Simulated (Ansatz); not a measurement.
A run for Ansatz (a program for electronic structure): R-BLYP/def2-TZVPP on H3NSSn (SMILES [NH2][Sn][SH]), a point of a torsion scan. Elements past Kr take the def2 small-core potentials; no spin–orbit coupling.

Ansatz 0.2 input:
```yaml
crystal:
  periodic: [false, false, false]
  atoms:
    - {symbol: N, position_ang: [-1.28809693, 0.12171225, 0.19001520]}
    - {symbol: Sn, position_ang: [0.20214775, -0.89507836, 1.14390104]}
    - {symbol: S, position_ang: [1.94333289, -0.44326659, -0.56247437]}
    - {symbol: H, position_ang: [-2.24422488, 0.22851527, 0.49902169]}
    - {symbol: H, position_ang: [-1.21126930, 0.57357330, -0.71222634]}
    - {symbol: H, position_ang: [2.36721114, 0.68060659, -0.00188019]}
basis:
  gaussian:
    orbitals: def2-TZVPP
hamiltonian:
  xc: {name: BLYP}
scf: {lower_state_search: off}
```

The head of its log:

```
WARN ansatz: RAYON_NUM_THREADS=1 ignored (pool sized by the plan → 1); use --threads N
Functional definition: BLYP
these checks for a lower state are left out or cut short: stability, starts, cluster_reference, orbital_swaps, neighbouring_geometries, increment
integrals: 0.08 GiB planned
1004 factors; their error is unknown
mean field: 0.54 GiB planned
mean field evaluation 1: about -18191.9114 eV, gradient 8.4e1 eV
mean field evaluation 2: about -18103.5890 eV, gradient 1.7e2 eV
```

Question: What total energy does the run end on?

Answer: -669.0720 hartree.
